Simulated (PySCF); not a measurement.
## Worked example: chemical shift, span and skew from a shielding tensor

Si(H)(Me)(OMe)(NH2) (C2H9NOSi), SMILES O(C)[SiH](N)C. Atoms are numbered in the order given.

```xyz
14

Si     0.3283     0.1084    -0.4396
C      1.8934    -0.8936    -0.2799
N      0.5513     1.6996     0.1986
O     -0.8343    -0.7968     0.3634
C     -2.1605    -0.3720     0.5459
H     -0.1082     0.3154    -1.8530
H      1.7372    -1.9235    -0.6371
H      2.2076    -0.9509     0.7753
H      2.7123    -0.4389    -0.8586
H     -0.0156     2.4802    -0.1146
H      0.9012     1.8522     1.1394
H     -2.7263    -0.3569    -0.4064
H     -2.6723    -1.0670     1.2312
H     -2.2140     0.6431     0.9853
```
Charge 0, spin multiplicity 1.

Coordinates come from a B3LYP-D3(BJ)/def2-SVP optimisation. The values are those of a single conformer.

GIAO shieldings from B3LYP/pcSseg-1 (PySCF), non-relativistic, no solvent. The symmetric part of the tensor of Si1 has the principal values 319.0, 352.5, 397.4 ppm. The same nucleus in TMS has σ = 338.7 ppm at this level (PySCF, at its B3LYP-D3(BJ)/def2-TZVP geometry).

### Question
Work out the isotropic shielding, the ²⁹Si shift against TMS, the span and the skew.

### Answer

σ(iso) = (σ11 + σ22 + σ33)/3 = 356.3 ppm. δ = σ(ref) − σ(iso) = 338.7 − (356.3) = -17.6 ppm.
Span Ω = σ33 − σ11 = 78.4 ppm. Skew κ = 3(σ(iso) − σ22)/Ω = 0.15. Tumbling in solution averages the tensor to δ; in a static solid the shielding alone would spread this spin-1/2 line over Ω.
